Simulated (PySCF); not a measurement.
Problem. Give a GFN2-xTB geometry of `COCC(=C=O)OC`.

Solution. 
```
atom  x, y, z in Å
C1    -2.321   -0.106    0.824
O2    -1.918    0.629   -0.310
C3    -0.652    0.278   -0.791
C4     0.488    0.548    0.192
C5     0.953    1.761    0.295
O6     1.343    2.859    0.279
O7     0.898   -0.516    0.991
C8     2.167   -1.044    0.659
H9    -1.658    0.080    1.675
H10   -2.330   -1.181    0.612
H11   -3.329    0.228    1.063
H12   -0.610   -0.798   -1.020
H13   -0.517    0.857   -1.707
H14    2.309   -1.904    1.310
H15    2.206   -1.366   -0.387
H16    2.964   -0.315    0.838
```

Any rigid rotation of these coordinates is as good. Atoms count from 1 in this order. Of the pairs four or more bonds apart, C4···H9 is among the closest relative to their van der Waals radii: 2.65 Å, 91 % of the sum of Bondi's values. The 5 C–O bonds span 1.165 Å (C5=O6, drawn double) to 1.414 Å (O7–C8, drawn single), a spread of 0.249 Å. The 2 C–C bonds span 1.303 Å (C4=C5, drawn double) to 1.529 Å (C3–C4, drawn single), a spread of 0.226 Å.

Bonds between heavy atoms (Å): C1–O2 1.411, O2–C3 1.400, C3–C4 1.529, C4=C5 1.303, C5=O6 1.165, C4–O7 1.393, O7–C8 1.414.

The geometry is computed with GFN2-xTB (gas phase).

Point group: C1 (no symmetry element, even within 0.4 Å). No GFN2-xTB frequencies stand behind this structure, so it isn't proved a minimum. One conformer, not necessarily the lowest (C1–O2–C3–C4 -63°, O2–C3–C4–C5 -80°, C3–C4–O7–C8 109°).
